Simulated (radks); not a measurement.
Fractional charge and spin in the 5p shell of barium: the spin-up occupation runs from 2 to 3 and the spin-down occupation from 2 to 3; the fullest corner is Ba, [Kr] 4d10 5s2 6s2 5p(up 3, down 3). Method: scalar-relativistic Kohn-Sham, r2SCAN, spin-polarised, spherical densities, finite nucleus; meta-GGA in the generalised Kohn-Sham scheme; Fermi nuclear charge, rms radius of each element as measured or else 0.836 A^(1/3) + 0.57 fm; computed with a radial shooting solver on a logarithmic mesh with Libxc functionals. Energy (eV) minus the two flat planes that join the four corners (they meet along the diagonal where the two added fractions sum to one electron); zero is where a piecewise linear energy would lie.

\begin{tabular}{lrrrrr}
down \ up & 2 & 2.25 & 2.5 & 2.75 & 3 \\ \hline
2 & 0.000 & -0.913 & -1.213 & -0.906 & 0.000 \\
2.25 & -0.913 & -1.137 & -0.760 & 0.210 & -0.818 \\
2.5 & -1.213 & -0.760 & 0.280 & -0.684 & -1.081 \\
2.75 & -0.906 & 0.210 & -0.684 & -1.017 & -0.803 \\
3 & 0.000 & -0.818 & -1.081 & -0.803 & 0.000 \\
\end{tabular}

Corners above the fullest one (they belong to Ba+ and the next ion): (up 3, down 2) 23.692 eV, (up 2, down 3) 23.692 eV, (up 2, down 2) 57.708 eV. With half an added electron in each spin the energy lies 0.280 eV from the planes, and with half an added electron in spin up alone -1.213 eV. The planes are only a guide here: the flat-plane condition holds for ground states with one frontier orbital, while this shell lies below other occupied shells, so the corners above the fullest one are inner-hole states and not the ground states of those ions.
